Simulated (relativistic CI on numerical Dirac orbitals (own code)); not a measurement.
Cs XLVII: computed level list

Calculated at this level of theory: Dirac-Coulomb-Breit CI, orbitals from a KLI potential per configuration, model QED (radiative potential, 1s self-energy scaled to tabulated hydrogen-like ionisation energies), unscaled Slater integrals (own radial code, finite nucleus).

CI space (outside the closed core 1s2): 2s²2p⁵, 2s2p⁶, 2p⁶3s, 2p⁶3p, 2p⁶3d, 2s²2p⁴3s, 2s²2p⁴3p, 2s²2p⁴3d, 2s2p⁵3s, 2s2p⁵3p, 2s2p⁵3d, 2s²2p⁴4s, 2s²2p⁴4p, 2s²2p⁴4d, 2s²2p⁴4f, 2s2p⁵4s. Levels of other configurations are missing.

```
No.  Configuration  Term    J   E (eV)    %  Next component (%)  Landé g       jj configuration (%)
 41        2s2p⁵3s   ⁴P°  5/2  5133.04   96      2 2s²2p⁴3p ⁴P°    1.577         2s 2p3/2^3 3s (96)
 42       2s²2p⁴3d    ⁴D  1/2  5143.25   81               15 ²P    0.193   2p1/2 2p3/2^3 3d3/2 (98)
 43        2s2p⁵3s   ²P°  3/2  5149.07   72              26 ⁴P°    1.419         2s 2p3/2^3 3s (98)
 44       2s²2p⁴3d    ⁴D  3/2  5151.59   35               32 ⁴F    0.976   2p1/2 2p3/2^3 3d3/2 (94)
 45       2s²2p⁴3d    ⁴F  5/2  5157.38   56               22 ²D    1.031   2p1/2 2p3/2^3 3d3/2 (99)
 46       2s²2p⁴3d    ²G  7/2  5166.05   62               23 ²F    0.986  2p1/2 2p3/2^3 3d3/2 (100)
 47       2s²2p⁴3d    ⁴F  7/2  5170.76   43               41 ⁴D    1.292   2p1/2 2p3/2^3 3d5/2 (99)
 48       2s²2p⁴3d    ²S  1/2  5176.57   46               32 ⁴P    1.902   2p1/2 2p3/2^3 3d3/2 (91)
 49       2s²2p⁴3d    ²F  5/2  5179.43   40               26 ⁴D    1.135   2p1/2 2p3/2^3 3d5/2 (58)
 50       2s²2p⁴3d    ²F  5/2  5180.97   49               29 ⁴P    1.139   2p1/2 2p3/2^3 3d3/2 (55)
 51       2s²2p⁴3d    ²P  3/2  5181.47   43               28 ²D    1.082   2p1/2 2p3/2^3 3d5/2 (76)
 52       2s²2p⁴3d    ²P  3/2  5181.94   50               36 ⁴P    1.406   2p1/2 2p3/2^3 3d3/2 (68)
 53       2s²2p⁴3d    ²G  9/2  5188.90   70               30 ⁴F    1.165  2p1/2 2p3/2^3 3d5/2 (100)
 54       2s²2p⁴3d    ²D  5/2  5194.27   63               20 ²F    1.173   2p1/2 2p3/2^3 3d5/2 (99)
 55        2s2p⁵3s   ²P°  1/2  5194.41   82              16 ⁴P°    0.960         2s 2p3/2^3 3s (96)
 56        2s2p⁵3s   ²P°  3/2  5195.94   71              28 ⁴P°    1.430         2s 2p3/2^3 3s (98)
 57       2s²2p⁴3d    ²F  7/2  5199.40   76                9 ⁴F    1.146  2p1/2 2p3/2^3 3d5/2 (100)
 58       2s²2p⁴3d    ²D  3/2  5216.02   68               15 ²P    0.906   2p1/2 2p3/2^3 3d5/2 (84)
 59       2s²2p⁴3d    ²P  1/2  5219.71   73               21 ²S    1.025   2p1/2 2p3/2^3 3d5/2 (86)
 60        2s2p⁵3p    ⁴P  3/2  5221.21   40               31 ⁴S    1.620      2s 2p3/2^3 3p1/2 (91)
 61        2s2p⁵3p    ²D  5/2  5224.89   40               39 ⁴D    1.314      2s 2p3/2^3 3p1/2 (96)
 62       2s²2p⁴3s    ⁴P  1/2  5256.66   37               35 ²S    1.919            2p3/2^4 3s (93)
 63        2s2p⁵3p    ²P  1/2  5277.50   33               31 ²S    1.449      2s 2p3/2^3 3p1/2 (96)
 64        2s2p⁵3p    ²D  3/2  5278.01   52               27 ⁴D    1.032      2s 2p3/2^3 3p1/2 (97)
 65        2s2p⁵3p    ⁴D  7/2  5317.49   99                        1.414      2s 2p3/2^3 3p3/2 (99)
 66        2s2p⁵3p    ²P  3/2  5323.23   62               26 ⁴S    1.444      2s 2p3/2^3 3p3/2 (98)
 67        2s2p⁵3p    ⁴P  5/2  5327.19   56               41 ²D    1.415     2s 2p3/2^3 3p3/2 (100)
 68        2s2p⁵3p    ²P  1/2  5341.21   47               40 ²S    1.262      2s 2p3/2^3 3p3/2 (99)
 69       2s²2p⁴3p   ²P°  1/2  5353.29   55              31 ⁴D°    0.657         2p3/2^4 3p1/2 (98)
 70        2s2p⁵3p    ²D  5/2  5376.44   62               25 ⁴D    1.282      2s 2p3/2^3 3p3/2 (98)
 71        2s2p⁵3p    ²P  3/2  5380.47   45               32 ²D    1.265      2s 2p3/2^3 3p3/2 (98)
 72        2s2p⁵3p    ²S  1/2  5400.84   46               25 ²P    1.740      2s 2p3/2^3 3p3/2 (97)
 73        2s2p⁵3d   ⁴P°  1/2  5413.01   91               9 ⁴D°    2.398      2s 2p3/2^3 3d3/2 (97)
 74        2s2p⁵3d   ⁴P°  3/2  5419.21   62              33 ⁴D°    1.490      2s 2p3/2^3 3d3/2 (91)
 75        2s2p⁵3d   ⁴F°  7/2  5424.04   52              35 ²F°    1.214      2s 2p3/2^3 3d3/2 (96)
 76        2s2p⁵3d   ⁴D°  5/2  5425.48   50              23 ⁴F°    1.277      2s 2p3/2^3 3d3/2 (94)
 77        2s2p⁵3d   ⁴F°  9/2  5438.65  100                        1.321     2s 2p3/2^3 3d5/2 (100)
 78       2s²2p⁴3p   ²P°  3/2  5440.09   40              18 ²D°    1.323         2p3/2^4 3p3/2 (97)
 79        2s2p⁵3d   ²D°  5/2  5451.71   42              30 ⁴P°    1.256      2s 2p3/2^3 3d5/2 (91)
 80        2s2p⁵3d   ⁴D°  7/2  5453.67   53              44 ²F°    1.286      2s 2p3/2^3 3d5/2 (97)
 81        2s2p⁵3d   ²D°  3/2  5461.05   49              15 ⁴F°    0.971      2s 2p3/2^3 3d5/2 (75)
 82        2s2p⁵3d   ²P°  1/2  5476.44   89              11 ⁴D°    0.602      2s 2p3/2^3 3d3/2 (77)
 83        2s2p⁵3d   ²F°  5/2  5480.10   57              26 ²D°    0.972      2s 2p3/2^3 3d3/2 (94)
 84        2s2p⁵3d   ²P°  1/2  5482.19   51              40 ⁴D°    0.551      2s 2p3/2^3 3d5/2 (71)
 85        2s2p⁵3d   ²D°  3/2  5486.02   42              40 ²P°    1.020      2s 2p3/2^3 3d3/2 (77)
```

Energies count from the lowest computed level; ° marks odd parity. Filled j subshells are mostly left out of the jj labels.

The mean weight of the leading LS term, summed over parents, in these 45 levels is 58 %, and that of the leading jj configuration (from the same eigenvectors) 91 %, so jj coupling describes them better and the LS labels are nominal.

At this charge energies of transitions that change n are usually good to better than 1 %, and those within a shell (Δn = 0) to a few per cent.

LS names give the leading component of a level, which can be under half, so a name can repeat, a term be missing and a line seem to break the LS rules.
